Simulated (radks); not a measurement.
Species: Pb43+. Configuration: [Kr] 4d3. All-electron calculation, scalar-relativistic Kohn-Sham, BLYP, spin-polarised, spherical densities, finite nucleus; open shells are filled with parallel spins first (spin-orbit coupling, left out, can overturn this in heavy ions); Fermi nuclear charge, rms radius 5.5012 fm. Program: a radial shooting solver on a logarithmic mesh with Libxc functionals.

Normalised radial functions P(r) = r R(r), r in bohr:

r            4p up    4d up  4d down
0.0007777   0.0052   0.0000   0.0000
0.0008769   0.0063   0.0000   0.0000
0.0009887   0.0077   0.0000   0.0000
0.001115    0.0094   0.0001   0.0001
0.001257    0.0114   0.0001   0.0001
0.001417    0.0139   0.0001   0.0001
0.001598    0.0169   0.0001   0.0001
0.001802    0.0206   0.0002   0.0002
0.002031    0.0250   0.0003   0.0003
0.00229     0.0304   0.0004   0.0004
0.002582    0.0369   0.0005   0.0005
0.002911    0.0449   0.0007   0.0007
0.003283    0.0544   0.0009   0.0009
0.003701    0.0659   0.0013   0.0013
0.004173    0.0797   0.0018   0.0018
0.004705    0.0963   0.0025   0.0025
0.005305    0.1160   0.0034   0.0034
0.005981    0.1395   0.0046   0.0046
0.006744    0.1671   0.0064   0.0064
0.007604    0.1996   0.0087   0.0087
0.008573    0.2374   0.0120   0.0120
0.009666    0.2809   0.0163   0.0163
0.0109      0.3306   0.0222   0.0223
0.01229     0.3864   0.0302   0.0302
0.01385     0.4481   0.0408   0.0408
0.01562     0.5148   0.0549   0.0550
0.01761     0.5852   0.0736   0.0736
0.01986     0.6567   0.0979   0.0979
0.02239     0.7259   0.1294   0.1294
0.02525     0.7879   0.1697   0.1697
0.02824     0.8339   0.2167   0.2168
0.03184     0.8632   0.2790   0.2790
0.0359      0.8635   0.3549   0.3550
0.04047     0.8253   0.4455   0.4456
0.04563     0.7401   0.5509   0.5510
0.05145     0.6007   0.6693   0.6694
0.05801     0.4039   0.7969   0.7970
0.06541     0.1525   0.9269   0.9269
0.07375    -0.1424   1.0488   1.0487
0.08315    -0.4600   1.1483   1.1481
0.09375    -0.7688   1.2077   1.2073
0.1057     -1.0281   1.2069   1.2064
0.1192     -1.1927   1.1259   1.1251
0.1344     -1.2192   0.9483   0.9473
0.1515     -1.0761   0.6663   0.6650
0.1708     -0.7536   0.2849   0.2831
0.1926     -0.2726  -0.1740  -0.1762
0.2172      0.3131  -0.6709  -0.6732
0.2448      0.9212  -1.1509  -1.1527
0.2761      1.4556  -1.5526  -1.5531
0.3113      1.8276  -1.8189  -1.8177
0.3509      1.9783  -1.9110  -1.9090
0.3957      1.8978  -1.8217  -1.8198
0.4461      1.6287  -1.5799  -1.5791
0.503       1.2518  -1.2436  -1.2444
0.5672      0.8580  -0.8836  -0.8856
0.6395      0.5206  -0.5619  -0.5646
0.721       0.2769  -0.3167  -0.3192
0.8129      0.1276  -0.1564  -0.1584
0.9166      0.0504  -0.0669  -0.0681
1.033       0.0166  -0.0242  -0.0249
1.165       0.0045  -0.0072  -0.0074

4p up: eigenvalue -2375.4 eV, 2 radial nodes at r = 0.0697, 0.204 bohr, <r> = 0.364 bohr, 90 % of the charge inside 0.519 bohr. 4d up: eigenvalue -2122.6 eV, 1 radial node at r = 0.184 bohr, <r> = 0.362 bohr, 90 % of the charge inside 0.526 bohr. 4d down (empty): eigenvalue -2112.5 eV, 1 radial node at r = 0.184 bohr, <r> = 0.362 bohr, 90 % of the charge inside 0.527 bohr.
